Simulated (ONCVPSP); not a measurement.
An all-electron radial function and its pseudo partner (silicon (Si))

Columns: radius, all-electron u(r) and pseudo u(r) of the 3s shell (level -28.49 eV) of silicon in the configuration [Ne] 3s2; PBEsol, scalar-relativistic, ONCV scheme, ONCVPSP 4.0.1.

```json
{"r (bohr)": "0.085", "all-electron": "0.1701", "pseudo": "0.0223"}
{"r (bohr)": "0.170", "all-electron": "-0.0629", "pseudo": "0.0449"}
{"r (bohr)": "0.255", "all-electron": "-0.2712", "pseudo": "0.0687"}
{"r (bohr)": "0.340", "all-electron": "-0.3702", "pseudo": "0.0961"}
{"r (bohr)": "0.425", "all-electron": "-0.3693", "pseudo": "0.1291"}
{"r (bohr)": "0.510", "all-electron": "-0.2991", "pseudo": "0.1683"}
{"r (bohr)": "0.595", "all-electron": "-0.1879", "pseudo": "0.2130"}
{"r (bohr)": "0.680", "all-electron": "-0.0569", "pseudo": "0.2616"}
{"r (bohr)": "0.765", "all-electron": "0.0791", "pseudo": "0.3130"}
{"r (bohr)": "0.850", "all-electron": "0.2104", "pseudo": "0.3677"}
{"r (bohr)": "0.935", "all-electron": "0.3311", "pseudo": "0.4263"}
{"r (bohr)": "1.020", "all-electron": "0.4381", "pseudo": "0.4888"}
{"r (bohr)": "1.105", "all-electron": "0.5300", "pseudo": "0.5531"}
{"r (bohr)": "1.190", "all-electron": "0.6066", "pseudo": "0.6152"}
{"r (bohr)": "1.275", "all-electron": "0.6685", "pseudo": "0.6710"}
{"r (bohr)": "1.360", "all-electron": "0.7166", "pseudo": "0.7171"}
{"r (bohr)": "1.445", "all-electron": "0.7519", "pseudo": "0.7519"}
{"r (bohr)": "1.530", "all-electron": "0.7755", "pseudo": "0.7755"}
{"r (bohr)": "1.615", "all-electron": "0.7886", "pseudo": "0.7885"}
{"r (bohr)": "1.700", "all-electron": "0.7925", "pseudo": "0.7925"}
{"r (bohr)": "1.785", "all-electron": "0.7884", "pseudo": "0.7884"}
{"r (bohr)": "1.870", "all-electron": "0.7774", "pseudo": "0.7774"}
{"r (bohr)": "1.955", "all-electron": "0.7608", "pseudo": "0.7608"}
{"r (bohr)": "2.040", "all-electron": "0.7396", "pseudo": "0.7395"}
{"r (bohr)": "2.125", "all-electron": "0.7146", "pseudo": "0.7145"}
{"r (bohr)": "2.210", "all-electron": "0.6867", "pseudo": "0.6867"}
```

(1) How many radial nodes do the two functions have?

(2) At about which radius was the pseudo-wave matched?

(3) Is the pseudo-wave norm-conserving?

## Answers

(1) The all-electron 3s function has n − l − 1 = 2; the pseudo-wave has 0, since the states of the same l below it are removed with the core.

(2) 1.70 bohr. The columns agree to 0.0005 from 1.36 bohr on; several derivatives are matched, so the curves merge somewhat inside the radius.

(3) Yes: the ONCV scheme keeps the norm inside the radius equal to the all-electron one, which fixes the energy derivative of the logarithmic derivative at the level.
